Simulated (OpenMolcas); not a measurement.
**Co²⁺: from CASSCF to CASPT2**

- Program: OpenMolcas
- Basis: ANO-R3 [8s5p5d3f2g1h]
- Scalar Hamiltonian: X2C, finite nucleus
- Active space: 7 electrons in 6 orbitals (3d 4s)
- State averaging: 2S+1 = 4 even, 50 roots; 2S+1 = 6 even, 5 roots kept (CI in the orbitals of an earlier block); 2S+1 = 2 even, 110 roots kept (CI in the orbitals of an earlier block)
- Spin-orbit coupling: RASSI with atomic mean-field integrals over the reference wave functions, term energies averaged over their components

Methods on the same reference wave functions:
A. CASSCF
B. SS-CASPT2, IPEA 0.25 Eh, imaginary shift 0.1 Eh (closed shells correlated: 3s 3p)
C. MS-CASPT2, IPEA 0.25 Eh, imaginary shift 0.1 Eh (closed shells correlated: 3s 3p)

Energies in cm⁻¹ above 3d⁷ ⁴F_9/2, the measured ground level; measured values from Sugar and Corliss, J. Phys. Chem. Ref. Data 10, 1097 (1981).

```
           Level      A      B      C  Measured
      3d⁷ ⁴F_9/2    0.0    0.0    0.0       0.0
      3d⁷ ⁴F_7/2    893    901    901       841
      3d⁷ ⁴F_5/2   1554   1555   1555      1451
      3d⁷ ⁴F_3/2   2008   2000   2000      1867
      3d⁷ ⁴P_5/2  20430  15120  15120     15202
      3d⁷ ²G_9/2  20528  16260  16260     16978
      3d⁷ ⁴P_3/2  20745  15300  15300     15428
      3d⁷ ⁴P_1/2  21155  15800  15800     15811
      3d⁷ ²G_7/2  21383  17120  17120     17766
   3d⁶ 4s ⁶D_9/2  24362  42840  42840     46438
   3d⁶ 4s ⁶D_7/2  24893  43370  43370     47003
   3d⁶ 4s ⁶D_5/2  25291  43770  43770     47415
   3d⁶ 4s ⁶D_3/2  25569  44040  44040     47699
   3d⁶ 4s ⁶D_1/2  25733  44200  44200     47865
      3d⁷ ²P_3/2  27142  19130  19130     20195
     3d⁷ ²H_11/2  27272  22330  22330     22720
      3d⁷ ²H_9/2  28025  23100  23100     23434
      3d⁷ ²P_1/2  28036  19840  19840          
   3d⁷ ²D_5/2(1)  29557  22340  22340     23059
   3d⁷ ²D_3/2(1)  30878  23580  23580     24237
3d⁶ 4s ⁴D_7/2(1)  35900  51550  51550          
3d⁶ 4s ⁴D_5/2(1)  36519  52170  52170          
3d⁶ 4s ⁴D_3/2(1)  36937  52580  52580          
3d⁶ 4s ⁴D_1/2(1)  37181  52820  52820
```

Deviations, from unrounded energies. A percentage is the sum of absolute deviations over the sum of measured energies, with the sign that they share, or ± where signs differ.

```csv
Against measurement,Levels,A,B,C
mean absolute deviation (cm-1),18,9100,1300,1300
fine structure of the ground term (%),3,+7.1,+7.2,+7.2
other terms of the ground configuration (%),10,+26.8,-2.4,-2.4
other configurations (%),5,-46.8,-7.7,-7.7
```

B, C lie about equally close to measurement and A furthest from it. The largest miss of B in the table is 3d⁶ 4s ⁶D_1/2, by -3700 cm-1. The ranking rests on the paired levels alone, and a cruder setting can come out closer through cancelling errors.

Between B and C no level of the table moves by more than 5 cm-1.

The two smallest mean deviations differ by little beside CASPT2's spread within terms, so their order carries little weight.

From A to B the spin-free energies of the other terms of 3d⁷ shown, above ⁴F, scale by factors of 0.69 to 0.81.

The lowest spin-free term lies below A's lowest term by 0.694 hartree in B, 0.694 hartree in C.

CASPT2 does not keep the components of a term degenerate, so their means are used; among the terms shown or strongly mixed into the levels shown the widest spread is 2200 cm-1 (3d⁷ ⁴F, C). Terms from blocks run as CI alone lack orbitals of their own. A single d shell beside an s shell can misplace configurations of different d count against each other. Without dynamic correlation excited terms often stand tens of per cent too high (terms of higher spin than the ground term too low), and those without a measured partner can miss by more than the paired ones (holds for A). Some levels mix across a computed gap that differs much from the measured one, so their mixing is not that of the real levels (holds for A). The CASPT2 spread within a term exceeds the gap to the next term for 3d⁷ ²H and 3d⁷ ²D(1), so the order of their levels is uncertain (holds for B; C). Blocks of more than 70 roots (2S+1 = 2 even) ran without multistate coupling (holds for C). Measured partners are found by configuration, term and J. A level has none where our copy of the source lacks it or the pairing is in doubt (some pairs that miss far off the trend of their configuration count as doubtful), and it then counts in no deviation. Only configurations of the active space appear. Levels that lie high or do not pair safely by name in every column are left out.

A number in round brackets counts repeated terms of one configuration in the order of the reference energies.
